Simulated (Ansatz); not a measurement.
Reaction (SMILES): CB(F)F [difluoro(methyl)borane] → F[B]F + [CH3] (CH3) (the B-C bond at the site shown breaks; other sites are not compared here)
Each molecule is optimised on its own at B3LYP-D3(BJ)/def2-TZVP (Ansatz, a program for electronic structure).
Geometry of the first species:
```
C
H 1 1.0887
H 1 1.0934 2 108.80
H 1 1.0936 2 108.72 3 115.04
B 1 1.5573 2 112.83 4 122.39
F 5 1.3269 1 122.80 2 -0.71
F 5 1.3282 6 115.79 1 179.94
```

Quantity: bond dissociation energy (electronic energy difference), in kcal/mol. Cores are frozen in the correlated levels unless marked. Open shells are spin-unrestricted. Spin-orbit coupling is left out. Non-relativistic. CBS marks a two-point X^-3 extrapolation of the correlation energy; Hartree-Fock from the larger set.

| level | program | bond dissociation energy (kcal/mol) | minus last row |
|---|---|---|---|
| revPBE-D3(BJ)/def2-TZVPD | Ansatz + dftd3 | 106.9 | -7.3 |
| PBE0/STO-3G | Ansatz | 135.0 | 20.8 |
| wB97X-V/def2-TZVPD | Ansatz | 115.4 | 1.2 |
| B2PLYP-D3(BJ)/def2-TZVPD | Ansatz + dftd3 | 111.2 | -3.0 |
| RPA@PBE/cc-pVTZ | Ansatz | 108.9 | -5.3 |
| MP2/cc-pVQZ | Ansatz | 115.2 | 1.0 |
| RI-MP2/cc-pVTZ | Ansatz | 114.4 | 0.2 |
| SCS-MP2/cc-pVQZ | Ansatz | 115.1 | 0.9 |
| CCSD/cc-pVQZ | Ansatz | 111.6 | -2.6 |
| CCSD(T)/CBS(cc-pVTZ,cc-pVQZ) | Ansatz | 114.2 | 0.0 |
